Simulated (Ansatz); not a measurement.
Basis-set extrapolation for CH$_{4}$N$_{2}$OSi, SMILES `OC1=N[SiH2]N1` (PBE0-D4/def2-TZVP geometry, frozen core, Ansatz 0.2.0). Multiplicity 1, RHF reference.

```json
{"": "HF", "def2-TZVPP": "-513.014778", "def2-QZVPP": "-513.034544"}
{"": "MP2 correlation", "def2-TZVPP": "-0.906977", "def2-QZVPP": "-0.974214"}
{"": "CCSD(T) correlation", "def2-TZVPP": "-0.967367", "def2-QZVPP": "not run"}
```

Energies in hartree. Use E(X) = E(∞) + A·exp(−7.88·√X) for Hartree–Fock and E(X) = E(∞) + B·X^(−2.97) for correlation, with X = 3 and 4, and add CCSD(T) minus MP2 of the smaller set to the MP2 limit.

Problem. What is the CCSD(T) energy at the basis-set limit?

Solution. HF limit: -513.034544 + (-0.019766) × 0.13774 = -513.03727. MP2 limit: -0.974214 + (-0.067237) × 0.74074 = -1.02402. Higher-order term: -0.967367 − (-0.906977) = -0.06039. Total: -514.12168 hartree, 87.6 kcal/mol below CCSD(T)/def2-TZVPP.
